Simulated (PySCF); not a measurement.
The vertical singlet excitations below were computed for one of the candidates. Computed with TDDFT CAM-B3LYP/def2-SVPD, vertical, gas phase, core orbitals frozen in the response (PySCF 2.14.0, density-fitted response routines). Geometries: GFN2-xTB, one conformer each.

```
state  E (eV)  λ (nm)       f
   S1    5.68   218.2   0.124
   S2    6.30   196.7  0.0003
   S3    6.55   189.3   0.012
   S4    6.87   180.5  0.0034
   S5    7.20   172.2   0.014
   S6    7.37   168.2  0.0049
   S7    7.57   163.8  0.0061
   S8    7.64   162.4  0.0024
```

Orbital energies (eV): HOMO-3 -11.13, HOMO-2 -10.33, HOMO-1 -9.98, HOMO -7.95, LUMO 0.84, LUMO+1 1.41, LUMO+2 1.61.

**Question.** Which structure fits?
A. `Clc1pcpcp1`
B. `CO[C@H]1OC=C1Cl`
C. `O=CC1=C[C@H](F)O1`

**Answer.** B. Its S1, at 5.68 eV, is the highest among the candidates; the nearest of the others has S1 at 3.64 eV. S1 is HOMO→LUMO (95%). Löwdin shares by element: HOMO carbon 46% or more, oxygen 27% or more, chlorine 21%; LUMO carbon 54% or more, chlorine 10%, hydrogen 8% or more (atoms not listed hold the other 28%). At the same level the other candidates give, for their lowest levels:
- `O=CC1=C[C@H](F)O1`: 3.57 eV (f 0.000); 4.39 eV (f 0.106); 6.41 eV (f 0.027); 7.10 eV (f 0.036); 7.33 eV (f 0.014); T1 2.53 eV; HOMO -9.08, LUMO -1.72 eV
- `Clc1pcpcp1`: 3.64 eV (f 0.008); 3.98 eV (f 0.027); 4.01 eV (f 0.000); 4.14 eV (f 0.002); 4.14 eV (f 0.000); T1 2.51 eV; HOMO -8.45, LUMO -1.76 eV

Conformer computed: `[CH3:1][O:2][C@H:3]1[O:4][CH:5]=[C:6]1[Cl:7]`: C1–O2–C3–O4 74°.
Triplets come from the Tamm–Dancoff approximation.
